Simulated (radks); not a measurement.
All-electron atom: the zinc ion Zn8+ in [Ar] 3d4. All-electron calculation, scalar-relativistic Kohn-Sham, exchange-only LDA, spin-polarised, spherical densities, point nucleus; open shells are filled with parallel spins first. Program: a radial shooting solver on a logarithmic mesh with Libxc functionals.

Normalised radial functions P(r) = r R(r), r in bohr:

| r | 2p down |
|---|---|
| 0.003154 | 0.0087 |
| 0.004042 | 0.0137 |
| 0.005179 | 0.0217 |
| 0.00669 | 0.0349 |
| 0.008573 | 0.0549 |
| 0.01107 | 0.0871 |
| 0.01419 | 0.1351 |
| 0.01833 | 0.2101 |
| 0.02349 | 0.3173 |
| 0.0301 | 0.4699 |
| 0.03889 | 0.6864 |
| 0.04983 | 0.9589 |
| 0.06437 | 1.2972 |
| 0.08249 | 1.6498 |
| 0.1066 | 1.9756 |
| 0.1365 | 2.1669 |
| 0.175 | 2.1491 |
| 0.226 | 1.8689 |
| 0.2896 | 1.3936 |
| 0.3741 | 0.8399 |
| 0.4794 | 0.4027 |
| 0.6193 | 0.1376 |
| 0.7936 | 0.0333 |
| 1.017 | 0.0050 |
| 1.314 | 0.0004 |
| 1.684 | 0.0000 |
| 2.175 | 0.0000 |
| 2.787 | 0.0000 |
| 3.6 | 0.0000 |
| 4.613 | 0.0000 |

2p down: eigenvalue -1199.3 eV, 0 radial nodes, <r> = 0.198 bohr, 90 % of the charge inside 0.324 bohr.
